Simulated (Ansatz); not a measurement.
Coupled-cluster run, `[O]=[W]([OH])([F])([F])[Cl]`.

```yaml
crystal:
  periodic: [false, false, false]
  atoms:
    - {symbol: O, position_ang: [-1.765597, -0.297297, 0.322262]}
    - {symbol: W, position_ang: [-0.249506, 0.041835, -0.303265]}
    - {symbol: O, position_ang: [0.965909, -0.919034, 0.734009]}
    - {symbol: F, position_ang: [0.069017, -1.207581, -1.634124]}
    - {symbol: F, position_ang: [-0.548927, 1.229905, -1.704821]}
    - {symbol: Cl, position_ang: [0.363609, 1.916505, 0.887622]}
    - {symbol: H, position_ang: [1.226795, -0.832432, 1.652616]}
basis:
  gaussian: {orbitals: def2-TZVPP}
correlation: {method: ccsd_t}
output: {orbitals: {seedname: orbitals}}
```

```sh
$ ansatz run in.yaml --threads 4 --pin off --events-out ev --progress --plain --max-ram 10444MiB
```

Log, shortened:

```
Functional definition: HF
1545 factors; integrals over basis functions are off by at most 5.8e-4 eV
mean field evaluation 1: about -23810.1555 eV, gradient 8.3e1 eV
mean field evaluation 2: about -23810.4613 eV, gradient 8.4e1 eV
mean field evaluation 4: about -23822.0571 eV, gradient 1.4e1 eV
mean field evaluation 8: about -23822.4568 eV, gradient 1.2e0 eV
mean field evaluation 16: about -23822.4610 eV, gradient 2.4e-6 eV
mean field -23822.46102776 eV, -875.4592953260 hartree, gradient 2.3e-6 eV, S^2 0.000000; 0 other end points of the search recorded, 0 dependent functions left out
9 core orbitals not correlated: weight in the atoms' cores, before any rotation towards them, 1.000 or more for the frozen orbitals, at most 0.000 for the correlated occupied ones
reference -23822.46102776 eV, -875.4592953260 hartree; 24, 24 occupied and 203, 203 virtual orbitals, 1545 factors
second order -45.77485020 eV of doubles, -0.00000000 eV of singles
cycle   1  -42.31504181 eV  change     3.5e0 eV  update   2.9e-1
cycle   2  -44.10530857 eV  change    -1.8e0 eV  update   1.9e-1
cycle   3  -44.47291840 eV  change   -3.7e-1 eV  update   4.3e-2
cycle   4  -44.50834457 eV  change   -3.5e-2 eV  update   2.0e-2
cycle   5  -44.46654715 eV  change    4.2e-2 eV  update   5.7e-3
cycle   6  -44.46519702 eV  change    1.4e-3 eV  update   2.8e-3
cycle   7  -44.46713222 eV  change   -1.9e-3 eV  update   1.1e-3
cycle   8  -44.46657581 eV  change    5.6e-4 eV  update   5.7e-4
cycle   9  -44.46653034 eV  change    4.5e-5 eV  update   2.6e-4
cycle  10  -44.46712092 eV  change   -5.9e-4 eV  update   1.6e-4
cycle  11  -44.46683242 eV  change    2.9e-4 eV  update   7.8e-5
cycle  12  -44.46664622 eV  change    1.9e-4 eV  update   4.2e-5
cycle  13  -44.46677126 eV  change   -1.3e-4 eV  update   1.5e-5
cycle  14  -44.46672661 eV  change    4.5e-5 eV  update   7.7e-6
perturbative correction -2.19664266 eV, -0.0807251286 hartree
Total energy: -23869.12439703 eV, -877.1741425171 hartree
```

Hardware: 4 threads of an Arm Neoverse V2 on a shared host. Wall time 6 min, peak host memory 5.5 GiB.

Correlation energy per correlated electron: -0.972 eV. T1 diagnostic: 0.0210.
